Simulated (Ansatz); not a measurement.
C2H7FSSi, SMILES `CC(F)S[SiH3]` at its PBE0-D4/def2-TZVP geometry, where that method's forces vanish. Charge 0, multiplicity 1.

```xyz
12

C    -0.5881   -0.7245    1.3379
C    -0.2212   -1.2014   -0.0407
F     1.1424   -1.4094   -0.0994
S    -0.7559   -0.0978   -1.3891
Si    0.5809    1.5544   -1.1622
H    -0.1228    0.2376    1.5556
H    -0.2497   -1.4539    2.0775
H    -1.6698   -0.6139    1.4175
H    -0.7033   -2.1555   -0.2717
H     1.9853    1.1798   -1.4519
H     0.5080    2.1552    0.1949
H     0.0944    2.5293   -2.1683
```

(1) What forces (eV/Å) does r2SCAN-D4/def2-TZVPP give on these atoms in the Gaussian-basis code of Ansatz? (Best estimate.)

## Answers

(1) Ansatz gave: 
```
C1  -0.024  0.044  0.123
C2  -0.301 -0.116  0.087
F3   0.374 -0.044 -0.003
S4  -0.087  0.115 -0.182
Si5  0.013  0.028 -0.002
H6  -0.007 -0.024 -0.008
H7  -0.002  0.006 -0.014
H8   0.021 -0.001  0.002
H9   0.001 -0.009 -0.008
H10 -0.018  0.014  0.007
H11  0.012  0.003 -0.028
H12  0.018 -0.017  0.025
```
